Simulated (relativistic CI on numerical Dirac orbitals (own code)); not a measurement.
## One change at a time: Cs XXIV

Base calculation: Dirac-Coulomb-Breit CI, KLI orbitals optimised for each configuration, model QED, unscaled Slater integrals.

Configuration list (outside the closed core [Ar] 3d10): 4s²4p², 4s4p³, 4s²4p4d, 4p⁴, 4s4p²4d, 4s²4p4f, 4s4p²4f, 4p³4d, 4s4p4d², 4s²4d4f, 4p³4f, 4s²4d², 4s4d³, 4s4d²4f, 4p²4d², 4p4d³, 4p4d²4f, 4s²4f², 4s4d4f², 4s4f³, 4p²4f², 4p4d4f², 4p4f³, 4s4p4d4f. Double excitations out of closed p, d and f shells are left out; levels of such configurations are missing from the list, as are those of other unlisted configurations, and high levels can miss mixing partners.

Variants: (1) QED terms removed; (2) one mean potential for all configurations. Shifts of the energy above 4s²4p² ³P0, in cm⁻¹, for the lowest level and the first level of each name with at least 55 % of one term (blank where a level changes its place among those of its configuration and J or its character, or is not in the variant):

| Level | Base | Δ(1) | Δ(2) |
| --- | --- | --- | --- |
| 4s²4p² ³P0 | 0 | 0 | 0 |
| 4s²4p² ³P1 | 126368 | -241 | +16 |
| 4s²4p² ¹S0 | 340780 | -452 | -7 |
| 4s4p³ ⁵S°2 | 534639 | +2487 | +109 |
| 4s4p³ ³D°1 | 614320 | +2399 | +91 |
| 4s4p³ ³D°2 | 661737 | +2224 | +100 |
| 4s4p³ ³D°3 | 698754 | +2177 | +95 |
| 4s4p³ ³P°0 | 744768 | +2218 | +95 |
| 4s4p³ ³P°1 | 762048 | +2179 | +93 |
| 4s²4p4d ³F°2 | 853675 | +624 | +2 |
| 4s²4p4d ³F°3 | 915181 | +33 | -33 |
| 4s²4p4d ³F°4 | 1025323 | -214 | -47 |
| 4s²4p4d ³P°0 | 1061810 | -18 | -24 |
| 4s²4p4d ³D°3 | 1069988 | -35 | -22 |
| 4s²4p4d ³P°1 | 1074804 | +116 | -15 |
| 4s²4p4d ¹F°3 | 1143157 | -150 | -13 |
| 4s²4p4d ¹P°1 | 1161563 | -11 | -5 |
| 4s4p²4d ⁵F1 | 1247745 | +2860 | +55 |
| 4p⁴ ³P1 | 1322359 | +3997 | +121 |
| 4s4p²4d ⁵D0 | 1352916 | +2683 | +58 |
| 4s4p²4d ⁵D1 | 1362414 | +2930 | +72 |
| 4s4p²4d ⁵F4 | 1371119 | +2570 | +53 |

At this charge energies of transitions that change n are usually good to better than 1 %, and those within a shell (Δn = 0) to a few per cent.

Ionisation energy from the two ground configurations alone: base 752.998 eV. The NIST ASD value (theoretical) is 753 eV.

LS names give the leading component of a level, which can be under half, so a name can repeat, a term be missing and a line seem to break the LS rules.
